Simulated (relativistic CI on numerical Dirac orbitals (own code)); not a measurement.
**Radial parameters of Pd³⁵⁺**

Calculated at this level of theory: Dirac-Coulomb-Breit CI, orbitals from a KLI potential per configuration, model QED (radiative potential, 1s self-energy scaled to tabulated hydrogen-like ionisation energies), unscaled Slater integrals (own radial code, finite nucleus).

Slater integrals F^k, G^k are unscaled and averaged over j, outside the closed core [Ne]; ζ comes from projecting the Hamiltonian with its Breit term on Σ l·s of the shell.

- 3p: ζ(3p) = 219550 cm⁻¹; <r>(3p) = 0.3162, <r^2>(3p) = 0.1153 (bohr units).
- 3d: ζ(3d) = 28027 cm⁻¹; <r>(3d) = 0.278, <r^2>(3d) = 0.08895 (bohr units).
- 4p: ζ(4p) = 88802 cm⁻¹; <r>(4p) = 0.5971, <r^2>(4p) = 0.4049 (bohr units).

Averages of the first 10 configurations, taken without configuration mixing, which lowers the lowest level and can move excited configurations by several eV; other configurations of the list can lie among them:

| Configuration | Parity | States | Average energy above the lowest level (eV) |
| --- | --- | --- | --- |
| 3s | even | 2 | 0.0 |
| 3p | odd | 6 | 107.2 |
| 3d | even | 10 | 229.7 |
| 4s | even | 2 | 1028.7 |
| 4p | odd | 6 | 1072.7 |
| 4d | even | 10 | 1119.5 |
| 4f | odd | 14 | 1142.2 |
| 5s | even | 2 | 1483.7 |
| 5p | odd | 6 | 1505.7 |
| 5d | even | 10 | 1528.7 |
